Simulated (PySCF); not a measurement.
SMILES c1(C)ccc[c]c1 (C7H7), doublet, CAM-B3LYP/def2-SVP optimised geometry.

```
14

C      0.88     1.97    -0.03
C      0.12     0.67     0.00
C     -1.29     0.67     0.00
C     -1.93    -0.54     0.00
C     -1.32    -1.78     0.01
C      0.08    -1.77     0.01
C      0.78    -0.56     0.01
H      0.87     2.41    -1.04
H      0.43     2.71     0.65
H      1.93     1.83     0.26
H     -1.84     1.62     0.00
H     -1.88    -2.71     0.01
H      0.63    -2.71     0.02
H      1.87    -0.57     0.01
```

Density from unrestricted CAM-B3LYP/def2-TZVP (PySCF) at that geometry.

Minimum of the electron density along straight lines between bonded atoms, close to the bond critical point (lines longer than 1.1 times the sum of covalent radii, or with two minima, are not listed):

```json
[
 {"bond": "C1–C2", "length / Å": "1.506", "ρ at the minimum / e bohr⁻³": "0.258", "∇²ρ there / e bohr⁻⁵": "?", "position (fraction from the first atom)": "0.49"},
 {"bond": "C2–C3", "length / Å": "1.407", "ρ at the minimum / e bohr⁻³": "0.308", "∇²ρ there / e bohr⁻⁵": "-0.88", "position (fraction from the first atom)": "0.50"},
 {"bond": "C3–C4", "length / Å": "1.373", "ρ at the minimum / e bohr⁻³": "0.327", "∇²ρ there / e bohr⁻⁵": "-0.98", "position (fraction from the first atom)": "0.49"},
 {"bond": "C4–C5", "length / Å": "1.375", "ρ at the minimum / e bohr⁻³": "0.325", "∇²ρ there / e bohr⁻⁵": "-0.97", "position (fraction from the first atom)": "0.51"},
 {"bond": "C5–C6", "length / Å": "1.399", "ρ at the minimum / e bohr⁻³": "0.312", "∇²ρ there / e bohr⁻⁵": "-0.90", "position (fraction from the first atom)": "0.50"},
 {"bond": "C2–C7", "length / Å": "1.399", "ρ at the minimum / e bohr⁻³": "0.316", "∇²ρ there / e bohr⁻⁵": "-0.93", "position (fraction from the first atom)": "0.50"},
 {"bond": "C6–C7", "length / Å": "1.395", "ρ at the minimum / e bohr⁻³": "0.318", "∇²ρ there / e bohr⁻⁵": "-0.94", "position (fraction from the first atom)": "0.50"},
 {"bond": "C1–H8", "length / Å": "1.102", "ρ at the minimum / e bohr⁻³": "0.271", "∇²ρ there / e bohr⁻⁵": "-0.91", "position (fraction from the first atom)": "0.64"},
 {"bond": "C1–H9", "length / Å": "1.100", "ρ at the minimum / e bohr⁻³": "0.273", "∇²ρ there / e bohr⁻⁵": "-0.93", "position (fraction from the first atom)": "0.64"},
 {"bond": "C1–H10", "length / Å": "1.099", "ρ at the minimum / e bohr⁻³": "0.274", "∇²ρ there / e bohr⁻⁵": "-0.93", "position (fraction from the first atom)": "0.64"},
 {"bond": "C3–H11", "length / Å": "1.094", "ρ at the minimum / e bohr⁻³": "0.279", "∇²ρ there / e bohr⁻⁵": "-0.98", "position (fraction from the first atom)": "0.65"},
 {"bond": "C5–H12", "length / Å": "1.092", "ρ at the minimum / e bohr⁻³": "0.280", "∇²ρ there / e bohr⁻⁵": "-0.99", "position (fraction from the first atom)": "0.65"},
 {"bond": "C6–H13", "length / Å": "1.093", "ρ at the minimum / e bohr⁻³": "0.281", "∇²ρ there / e bohr⁻⁵": "-0.99", "position (fraction from the first atom)": "0.65"},
 {"bond": "C7–H14", "length / Å": "1.093", "ρ at the minimum / e bohr⁻³": "0.280", "∇²ρ there / e bohr⁻⁵": "-0.99", "position (fraction from the first atom)": "0.65"}
]
```

Complete the blanks.


- C1–C2, ∇²ρ there / e bohr⁻⁵: -0.68
